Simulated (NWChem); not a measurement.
System: C2H3Cl3; SMILES CC(Cl)(Cl)Cl

The following NWChem deck was run.

```
start job
memory heap 200 mb stack 900 mb global 1100 mb
geometry units angstroms noautosym nocenter noautoz
  C      0.000000     0.000000     1.765938
  C      0.000000     0.000000     0.256078
  Cl    -1.442823     0.851200    -0.354207
  Cl    -0.015749    -1.675121    -0.354207
  Cl     1.458572     0.823921    -0.354207
  H      0.009625     1.035951     2.131517
  H      0.892347    -0.526311     2.131517
  H     -0.901972    -0.509640     2.131517
end
basis spherical
  * library def2-svp
end
dft
  xc b3lyp
  iterations 150
end
cosmo
  do_cosmo_smd true
  solvent cychexon
end
task dft energy
```

NWChem printed, in part:

```
             Northwest Computational Chemistry Package (NWChem) 7.3.0
             --------------------------------------------------------

                             Geometry "geometry" -> ""
                             -------------------------

 Output coordinates in angstroms (scale by  1.889725989 to convert to a.u.)

  No.       Tag          Charge          X              Y              Z
 ---- ---------------- ---------- -------------- -------------- --------------
    1 C                    6.0000     0.00000000     0.00000000     1.76593800
    2 C                    6.0000     0.00000000     0.00000000     0.25607800
    3 Cl                  17.0000    -1.44282300     0.85120000    -0.35420700
    4 Cl                  17.0000    -0.01574900    -1.67512100    -0.35420700
    5 Cl                  17.0000     1.45857200     0.82392100    -0.35420700
    6 H                    1.0000     0.00962500     1.03595100     2.13151700
    7 H                    1.0000     0.89234700    -0.52631100     2.13151700
    8 H                    1.0000    -0.90197200    -0.50964000     2.13151700

 Effective nuclear repulsion energy (a.u.)     361.5375725179

                                 NWChem DFT Module
                                 -----------------

 Summary of "ao basis" -> "ao basis" (spherical)
 ------------------------------------------------------------------------------
       Tag                 Description            Shells   Functions and Types
 ---------------- ------------------------------  ------  ---------------------
 C                          def2-svp                 6       14   3s2p1d
 Cl                         def2-svp                 8       18   4s3p1d
 H                          def2-svp                 3        5   2s1p

 in cosmo_initialize ...
 calling solv_data for solv:cychexon

 solvent parameters
 solvname_short: cychexon
 solvname_long:  cyclohexanone
 dielec:       15.6190
 dielecinf:     2.1045
 nonaqueous SMD model solvent descriptors
 dielec:       15.6190
 sola:          0.0000
 solb:          0.5600
 solc:          0.0000
 solg:         49.7600
 solh:          0.0000
 soln:          1.4507

          ---------------
          -cosmo- solvent
          ---------------
 Cosmo: York-Karplus, doi: 10.1021/jp992097l
 dielectric constant -eps-     =  15.62
 screen = (eps-1)/(eps    )    =   0.93598
 surface charge correction     = lagrangian

   van der Waals surface
 --------------------------

 ---------- ATOMIC COORDINATES (A.U.) ------------ VDWR(ANG.) --
     1    0.00000000    0.00000000    3.33713893     1.850
     2    0.00000000    0.00000000    0.48391725     1.850
     3   -2.72654012    1.60853476   -0.66935417     2.380
     4   -0.02976129   -3.16551969   -0.66935417     2.380
     5    2.75630141    1.55698493   -0.66935417     2.380
     6    0.01818861    1.95766353    4.02798307     1.200
     7    1.68629132   -0.99458357    4.02798307     1.200
     8   -1.70447993   -0.96307995    4.02798307     1.200
 number of segments per atom =        128
 number of   points per atom =        128
 atom (   nspa,  nppa )
 ----------------------
    1 (     38,     0 )       0
    2 (      0,     0 )       0
    3 (     78,     0 )       0
    4 (     84,     0 )       0
    5 (     82,     0 )       0
    6 (     50,     0 )       0
    7 (     50,     0 )       0
    8 (     51,     0 )       0
 number of -cosmo- surface points =      433
 molecular surface =    159.907 angstrom**2
 molecular volume  =    156.157 angstrom**3
 -lineq- algorithm             =   0
 -bem- low  level              =   3
 -bem- from -octahedral-
 gaussian surface charge width =   4.50000
 degree of switching           =   1.00000
 switching function tolerance  =   0.00010
 atomic radii =
 --------------
    1  6.000  1.850
    2  6.000  1.850
    3 17.000  2.380
    4 17.000  2.380
    5 17.000  2.380
    6  1.000  1.200
    7  1.000  1.200
    8  1.000  1.200
 ...... end of -cosmo- initialization ......

 nat:                     8
 ixmem:                  3618
 calling mnsol_interface()
 G(SMD-CDS) energy (kcal/mol)  =    -2.102
 SMD-CDS SASA (angstrom**2)    =   151.152

            General Information
            -------------------
          SCF calculation type: DFT
          Wavefunction type:  closed shell.
          No. of atoms     :     8
          No. of electrons :    66
           Alpha electrons :    33
            Beta electrons :    33
          Charge           :     0
          Spin multiplicity:     1
          Use of symmetry is: off; symmetry adaption is: off
          Maximum number of iterations: 150
          AO basis - number of functions:    97
                     number of shells:    45
          Convergence on energy requested:  1.00D-06
          Convergence on density requested:  1.00D-05
          Convergence on gradient requested:  5.00D-04

              XC Information
              --------------
                         B3LYP Method XC Potential
                     Hartree-Fock (Exact) Exchange  0.200
                        Slater Exchange Functional  0.800 local
                    Becke 1988 Exchange Functional  0.720 non-local
              Lee-Yang-Parr Correlation Functional  0.810
                  VWN I RPA Correlation Functional  0.190 local

             Grid Information
             ----------------
          Grid used for XC integration:  medium
          Radial quadrature: Mura-Knowles
          Angular quadrature: Lebedev.
          Tag              B.-S. Rad. Rad. Pts. Rad. Cut. Ang. Pts.
          ---              ---------- --------- --------- ---------
          C                   0.70       49           8.0       434
          Cl                  1.00       88          10.0       590
          H                   0.35       45          10.0       434
          Grid pruning is: on
          Number of quadrature shells:   497
          Spatial weights used:  Erf1

      Superposition of Atomic Density Guess
      -------------------------------------

 Sum of atomic energies:       -1454.71801568

      Non-variational initial energy
      ------------------------------

 Total energy =   -1456.536208
 1-e energy   =   -2728.389592
 2-e energy   =     910.315811
 HOMO         =      -0.374660
 LUMO         =       0.065031

   convergence    iter        energy       DeltaE   RMS-Dens  Diis-err
 ---------------- ----- ----------------- --------- --------- ---------
     COSMO gas phase
 d= 0,ls=0.0,diis     1  -1457.9902084171 -1.82D+03  2.06D-02  1.37D+00
 d= 0,ls=0.0,diis     2  -1457.6085634029  3.82D-01  1.45D-02  4.78D+00
 d= 0,ls=0.0,diis     3  -1458.1533471954 -5.45D-01  1.40D-03  1.16D-02
 d= 0,ls=0.0,diis     4  -1458.1545243066 -1.18D-03  4.67D-04  2.44D-03
 d= 0,ls=0.0,diis     5  -1458.1548002932 -2.76D-04  9.55D-05  1.30D-04
  Resetting Diis
 d= 0,ls=0.0,diis     6  -1458.1548162282 -1.59D-05  2.18D-05  6.68D-06
 d= 0,ls=0.0,diis     7  -1458.1548170657 -8.38D-07  6.03D-06  1.44D-07

   convergence    iter        energy       DeltaE   RMS-Dens  Diis-err
 ---------------- ----- ----------------- --------- --------- ---------
     COSMO solvation phase
 d= 0,ls=0.0,diis     1  -1458.1611720336 -6.35D-03  1.15D-03  1.16D-03
 d= 0,ls=0.0,diis     2  -1458.1615344998 -3.62D-04  2.37D-04  2.80D-04
 d= 0,ls=0.0,diis     3  -1458.1615572037 -2.27D-05  1.06D-04  1.35D-04
 d= 0,ls=0.0,diis     4  -1458.1615713351 -1.41D-05  3.72D-05  2.24D-05
 d= 0,ls=0.0,diis     5  -1458.1615741082 -2.77D-06  6.19D-06  3.82D-07
 d= 0,ls=0.0,diis     6  -1458.1615741508 -4.26D-08  1.72D-06  4.68D-08

         Total DFT energy =    -1458.161574150781
      One electron energy =    -2730.415874486923
           Coulomb energy =     1007.520112240966
    Exchange-Corr. energy =      -96.768366952047
 Nuclear repulsion energy =      361.537572517942

             COSMO energy =       -0.035017470719

 Numeric. integr. density =       66.000011743622

                                COSMO-SMD solvation results
                                ---------------------------

             internal energy in gas <Psi(g)|H|Psi(g)> =     -1458.154817065659
         internal energy in solvent <Psi(s)|H|Psi(s)> =     -1458.154332428903
                               delta internal energy  =         0.000484636756 (    0.30 kcal/mol)
   total free energy in solvent <Psi(s)|H+V/2|Psi(s)> =     -1458.158224902546
 polarization energy contribution <Psi(s)|V/2|Psi(s)> =        -0.003892473643 (   -2.44 kcal/mol)
    total free energy in solvent including G(SMD-CDS) =     -1458.161574150781
                       G(SMD-CDS) energy contribution =        -0.003349248235 (   -2.10 kcal/mol)
     1 M fixed-concentration free energy of solvation =        -0.006757085123 (   -4.24 kcal/mol)

                       DFT Final Molecular Orbital Analysis
                       ------------------------------------

 Vector   31  Occ=2.000000D+00  E=-3.119915D-01
              MO Center= -9.0D-02, -4.6D-01, -2.4D-01, r^2= 3.8D+00
   Bfn.  Coefficient  Atom+Function         Bfn.  Coefficient  Atom+Function
  ----- ------------  ---------------      ----- ------------  ---------------
    59      0.401902  4 Cl pz                56      0.301134  4 Cl pz
    58     -0.270141  4 Cl py                40     -0.248035  3 Cl py
    76     -0.245129  5 Cl py                41     -0.232304  3 Cl pz
    55     -0.204994  4 Cl py                37     -0.186011  3 Cl py
    73     -0.183539  5 Cl py                38     -0.174067  3 Cl pz

 Vector   32  Occ=2.000000D+00  E=-3.119759D-01
              MO Center=  8.9D-02,  4.6D-01, -2.4D-01, r^2= 3.8D+00
   Bfn.  Coefficient  Atom+Function         Bfn.  Coefficient  Atom+Function
  ----- ------------  ---------------      ----- ------------  ---------------
    77      0.366022  5 Cl pz                41     -0.329368  3 Cl pz
    74      0.274258  5 Cl pz                75      0.263494  5 Cl px
    39      0.260745  3 Cl px                38     -0.246791  3 Cl pz
    57      0.239253  4 Cl px                72      0.199333  5 Cl px
    36      0.196971  3 Cl px                54      0.178424  4 Cl px

 Vector   33  Occ=2.000000D+00  E=-2.999860D-01
              MO Center=  1.3D-04,  3.3D-04, -3.5D-01, r^2= 4.0D+00
   Bfn.  Coefficient  Atom+Function         Bfn.  Coefficient  Atom+Function
  ----- ------------  ---------------      ----- ------------  ---------------
    57      0.394822  4 Cl px                76      0.343815  5 Cl py
    40     -0.340036  3 Cl py                54      0.299183  4 Cl px
    73      0.260545  5 Cl py                37     -0.257682  3 Cl py
    39     -0.200862  3 Cl px                75     -0.194425  5 Cl px
    51      0.171379  4 Cl px                36     -0.152200  3 Cl px

 Vector   34  Occ=0.000000D+00  E=-8.362073D-03
              MO Center= -8.8D-06,  2.4D-04, -2.4D-01, r^2= 3.3D+00
   Bfn.  Coefficient  Atom+Function         Bfn.  Coefficient  Atom+Function
  ----- ------------  ---------------      ----- ------------  ---------------
    17      1.244114  2 C  s                 58     -0.586779  4 Cl py
    16      0.575321  2 C  s                 75      0.510960  5 Cl px
    39     -0.505463  3 Cl px                32     -0.446674  3 Cl s
    50     -0.446708  4 Cl s                 68     -0.446625  5 Cl s
    23     -0.409028  2 C  pz                20     -0.335275  2 C  pz

 Vector   35  Occ=0.000000D+00  E= 2.536245D-02
              MO Center= -5.5D-02, -2.4D-01,  1.4D-01, r^2= 3.2D+00
   Bfn.  Coefficient  Atom+Function         Bfn.  Coefficient  Atom+Function
  ----- ------------  ---------------      ----- ------------  ---------------
    22      0.980007  2 C  py                58      0.642136  4 Cl py
    19      0.597894  2 C  py                50      0.556775  4 Cl s
    39     -0.423976  3 Cl px                84     -0.333901  6 H  s
    32     -0.330602  3 Cl s                 75      0.331960  5 Cl px
    59      0.314635  4 Cl pz                68     -0.226194  5 Cl s

 Vector   36  Occ=0.000000D+00  E= 2.538918D-02
              MO Center=  5.5D-02,  2.4D-01,  1.4D-01, r^2= 3.2D+00
   Bfn.  Coefficient  Atom+Function         Bfn.  Coefficient  Atom+Function
  ----- ------------  ---------------      ----- ------------  ---------------
    21      0.979809  2 C  px                18      0.598001  2 C  px
    68     -0.512237  5 Cl s                 75      0.468322  5 Cl px
    32      0.451936  3 Cl s                 40     -0.383386  3 Cl py
    39      0.379267  3 Cl px                76      0.372584  5 Cl py
    94      0.307092  8 H  s                 77     -0.289499  5 Cl pz

     Multipole analysis of the density
     ---------------------------------

     L   x y z        total         alpha         beta         nuclear
     -   - - -        -----         -----         ----         -------
     0   0 0 0     -0.000000    -33.000000    -33.000000     66.000000

     1   1 0 0     -0.000191     -0.000096     -0.000096      0.000000
     1   0 1 0     -0.002006     -0.001003     -0.001003     -0.000000
     1   0 0 1      0.843921     -0.014651     -0.014651      0.873223

     2   2 0 0    -37.284597   -149.289765   -149.289765    261.294933
     2   1 1 0      0.000301      0.000191      0.000191     -0.000082
     2   1 0 1     -0.000629     -0.000315     -0.000315      0.000000
     2   0 2 0    -37.288993   -149.291938   -149.291938    261.294884
     2   0 1 1     -0.005097     -0.002548     -0.002548     -0.000000
     2   0 0 2    -34.655647    -87.201704    -87.201704    139.747761
```

Level: B3LYP/def2-SVP, SMD on the gas-phase geometry. All runs use the structure optimised with PBE0/def2-SVP. Solvent: cyclohexanone.
